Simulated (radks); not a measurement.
Effect of the nuclear size on the chromium ion Cr3+, [Ar] 3d3. Method: Dirac Kohn-Sham, exchange-only LDA, spin-unpolarised, spherical densities, finite nucleus; open shells fill j = l - 1/2 first; Fermi nuclear charge, rms radius 3.6452 fm; computed with a radial shooting solver on a logarithmic mesh with Libxc functionals. The rms radius is varied about that value; shifts are against it.

rms radius (fm)  total energy shift (eV)  density at nucleus (e/bohr^3)  1s1/2 shift (meV)  2s1/2 shift (meV)  3s1/2 shift (meV)
3.0547                           -0.0219                      1.144e+04              -9.27             -0.807             -0.117
3.4301                          -0.00839                      1.139e+04              -3.56             -0.310             -0.045
3.6452                                 0                      1.136e+04              0.000              0.000              0.000
3.853                            0.00857                      1.134e+04               3.64              0.316              0.046
4.0243                            0.0160                      1.132e+04               6.78              0.590              0.086

Slopes of the eigenvalues against <r^2> in GHz/fm^2, as finite differences over the two radii next to the reference (eigenvalue slopes, not the field-shift constants of lines): 1s1/2 565, 2s1/2 49.2, 3s1/2 7.13.
